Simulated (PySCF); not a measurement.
Frontier levels across methods

Species: C₃H₁₀Si₂.
SMILES with atom numbers: `[CH2:1]=[CH:2][Si@@H:3]([CH3:4])[SiH3:5]` (hydrogens: H6, H7 on C1; H8 on C2; H9 on Si3; H10, H11, H12 on C4; H13, H14, H15 on Si5)

Geometry (PBE0-D3(BJ)/def2-SVP, Å), atoms numbered from 1 in this order:
```
atom  x, y, z in Å
C1    -1.8664   -1.7361   -0.3995
C2    -1.1189   -0.9329    0.3668
Si3   -0.0428    0.4495   -0.2968
C4    -0.3986    2.0789    0.5805
Si5    2.2141   -0.1244    0.0248
H6    -1.9076   -1.6183   -1.4884
H7    -2.4709   -2.5475    0.0218
H8    -1.1225   -1.1074    1.4520
H9    -0.3038    0.5757   -1.7679
H10   -1.4486    2.3787    0.4404
H11    0.2452    2.8829    0.1911
H12   -0.2084    1.9865    1.6612
H13    2.4805   -0.3302    1.4855
H14    2.5699   -1.3860   -0.6966
H15    3.1213    0.9668   -0.4566
```

Basis pcSseg-1 throughout (PySCF), one geometry. Geometry: PBE0-D3(BJ)/def2-SVP, one conformer, isolated molecule.

Problem. How do the orbital energies, the gap and the dipole change with the method?

Solution. 
```json
{"method": "BLYP", "kind": "GGA", "HOMO (eV)": "-6.24", "LUMO (eV)": "-1.34", "gap (eV)": "4.90", "μ (D)": "1.00", "SCF cycles": "14"}
{"method": "B97-D", "kind": "GGA", "HOMO (eV)": "-6.35", "LUMO (eV)": "-1.39", "gap (eV)": "4.97", "μ (D)": "1.00", "SCF cycles": "14"}
{"method": "OPBE", "kind": "GGA", "HOMO (eV)": "-6.39", "LUMO (eV)": "-1.40", "gap (eV)": "4.99", "μ (D)": "0.99", "SCF cycles": "15"}
{"method": "PBE", "kind": "GGA", "HOMO (eV)": "-6.41", "LUMO (eV)": "-1.51", "gap (eV)": "4.89", "μ (D)": "1.01", "SCF cycles": "14"}
{"method": "KT2", "kind": "GGA", "HOMO (eV)": "-6.43", "LUMO (eV)": "-1.50", "gap (eV)": "4.92", "μ (D)": "0.97", "SCF cycles": "14"}
{"method": "KT3", "kind": "GGA", "HOMO (eV)": "-6.43", "LUMO (eV)": "-1.44", "gap (eV)": "4.99", "μ (D)": "0.96", "SCF cycles": "15"}
{"method": "BP86", "kind": "GGA", "HOMO (eV)": "-6.51", "LUMO (eV)": "-1.60", "gap (eV)": "4.90", "μ (D)": "1.01", "SCF cycles": "13"}
{"method": "LDA", "kind": "LDA", "HOMO (eV)": "-6.52", "LUMO (eV)": "-1.72", "gap (eV)": "4.80", "μ (D)": "1.00", "SCF cycles": "14"}
{"method": "B97-2", "kind": "global hybrid", "HOMO (eV)": "-7.24", "LUMO (eV)": "-0.59", "gap (eV)": "6.65", "μ (D)": "0.99", "SCF cycles": "12"}
{"method": "B3LYP", "kind": "global hybrid", "HOMO (eV)": "-7.26", "LUMO (eV)": "-0.74", "gap (eV)": "6.52", "μ (D)": "0.99", "SCF cycles": "14"}
{"method": "PBE0", "kind": "global hybrid", "HOMO (eV)": "-7.47", "LUMO (eV)": "-0.56", "gap (eV)": "6.92", "μ (D)": "1.00", "SCF cycles": "12"}
{"method": "mPW1PW91", "kind": "global hybrid", "HOMO (eV)": "-7.50", "LUMO (eV)": "-0.56", "gap (eV)": "6.94", "μ (D)": "0.99", "SCF cycles": "12"}
{"method": "BHandHLYP", "kind": "global hybrid", "HOMO (eV)": "-8.40", "LUMO (eV)": "0.53", "gap (eV)": "8.93", "μ (D)": "0.99", "SCF cycles": "11"}
{"method": "CAM-B3LYP", "kind": "range-separated hybrid", "HOMO (eV)": "-8.72", "LUMO (eV)": "0.60", "gap (eV)": "9.33", "μ (D)": "0.98", "SCF cycles": "12"}
{"method": "wB97X-D", "kind": "range-separated hybrid", "HOMO (eV)": "-9.26", "LUMO (eV)": "1.22", "gap (eV)": "10.48", "μ (D)": "0.98", "SCF cycles": "12"}
{"method": "HF", "kind": "Hartree–Fock", "HOMO (eV)": "-9.82", "LUMO (eV)": "3.06", "gap (eV)": "12.88", "μ (D)": "1.04", "SCF cycles": "10"}
{"method": "LC-wPBE", "kind": "range-separated hybrid", "HOMO (eV)": "-10.05", "LUMO (eV)": "1.69", "gap (eV)": "11.75", "μ (D)": "0.97", "SCF cycles": "12"}
```

The HOMO spans 3.81 eV, from BLYP down to LC-wPBE, and the gap runs from 4.80 eV (LDA) to 12.88 eV (HF). Over the methods BLYP (0 %), B97-D (0 %), OPBE (0 %), PBE (0 %), KT2 (0 %), KT3 (0 %), BP86 (0 %), LDA (0 %), B97-2 (21 %), B3LYP (20 %), PBE0 (25 %), mPW1PW91 (25 %), BHandHLYP (50 %), HF (100 %), a straight line through the gap against the share of exact exchange rises by 0.80 eV for each 10 % (correlation coefficient 1.000). The dipole ranges from 0.96 D (KT3) to 1.04 D (HF). This basis has no diffuse functions.
